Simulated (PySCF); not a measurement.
**How methods differ on the excitation energy of H**

H 1s1 (2S) → H 2p1 (2P), as a difference of total energies. Calculation: PySCF 2.14, in aug-cc-pVTZ-DK (4s3p2d, 23 functions); scalar relativity by spin-free X2C-1e. The calculations carry no spin-orbit coupling.

```json
{"method": "UHF", "excitation energy (cm⁻¹)": "90623"}
{"method": "LDA", "excitation energy (cm⁻¹)": "83926"}
{"method": "PBE", "excitation energy (cm⁻¹)": "85869"}
{"method": "PBE0", "excitation energy (cm⁻¹)": "86993"}
{"method": "r2SCAN", "excitation energy (cm⁻¹)": "87329"}
{"method": "PW91", "excitation energy (cm⁻¹)": "86272"}
{"method": "BP86", "excitation energy (cm⁻¹)": "85003"}
{"method": "wB97X-V", "excitation energy (cm⁻¹)": "88855"}
{"method": "BHandHLYP", "excitation energy (cm⁻¹)": "88126"}
```

The promoted electron is Rydberg-like, and one or two diffuse shells describe it only roughly, which tends to raise the upper state.

In the upper state the promoted electron has a positive orbital energy at LDA, so the basis confines it.

Question: Which method comes closest to the reference value, and which is furthest?

Answer: The reference is 82259 cm⁻¹ (measured; NIST levels, between the centres of gravity of the two terms). Closest: LDA (error 1666.3 cm⁻¹); furthest: UHF (error 8364.3 cm⁻¹).
